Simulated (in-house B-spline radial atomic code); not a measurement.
Response and correlation of Au+

Closed shell [Xe] 4f14 5d10. Computed with a B-spline radial code for spherical atoms: Dirac-Hartree-Fock, relativistic RPA (time-dependent Dirac-Hartree-Fock) for the response and second-order many-body perturbation theory for correlation, no-pair Dirac-Coulomb Hamiltonian, finite nucleus, speed of light scaled by 100 (non-relativistic limit).

| multipole (bohr³, bohr⁵, bohr⁷) | uncoupled | coupled RPA |
| --- | --- | --- |
| dipole | 11.162 | 10.598 |
| quadrupole | 39.617 | 61.548 |
| octupole | 303.38 | ? |

Question: What is the coupled octupole polarisability?

Answer: 435.79 atomic units, +44 % against the uncoupled value.

Question: Which subshells carry the dipole polarisability?

Answer: 5d5/2 59.1 %, 5d3/2 39.4 %, 5p3/2 0.6 %.

Question: What does the dipole shielding factor come to?

Answer: The dipole shielding factor is 0.987, against the exact N/Z = 78/79 = 0.987 of the non-relativistic theorem.

Dipole polarisability at imaginary frequency:

```csv
u (Eh),α(iu) (bohr³)
0,10.6
0.141,10.15
0.424,7.987
0.849,5.4
1.41,3.478
2.83,1.52
5.66,0.5571
14.1,0.1407
```

Question: What dispersion coefficients follow for two such ions (the dispersion part alone)?

Answer: C6 = (3/π)∫α(iu)²du = 76.12 hartree·bohr⁶ and C8 = 1706 hartree·bohr⁸.

Lowest J = 1 odd-parity excitations:

```csv
energy (eV),oscillator strength,leading channel,weight
10.75,2e-09,5d3/2 → p3/2,0.532
11.833,7.77e-08,5d3/2 → p1/2,0.499
11.888,0.667,5d5/2 → p3/2,0.595
16.807,4.15e-09,5d3/2 → p3/2,0.533
17.035,0.0601,5d5/2 → p3/2,0.595
17.069,4.42e-09,5d3/2 → p1/2,0.5
18.272,2.08e-07,5d5/2 → f5/2,0.514
18.339,2.38e-05,5d5/2 → f5/2,0.459
```

Second-order correlation energy by the highest angular momentum of the excited pair (hartree): s -0.02437, p -0.242, d -0.8244, f -1.775, g -1.389, h -0.5109, i -0.2364, k -0.1193.

Question: What is the second-order correlation energy at the partial-wave limit?

Answer: The listed waves sum to -5.1214 hartree; extrapolating the increments as (l + 1/2)⁻⁴ gives -5.3653 hartree, -1.87 eV per electron.
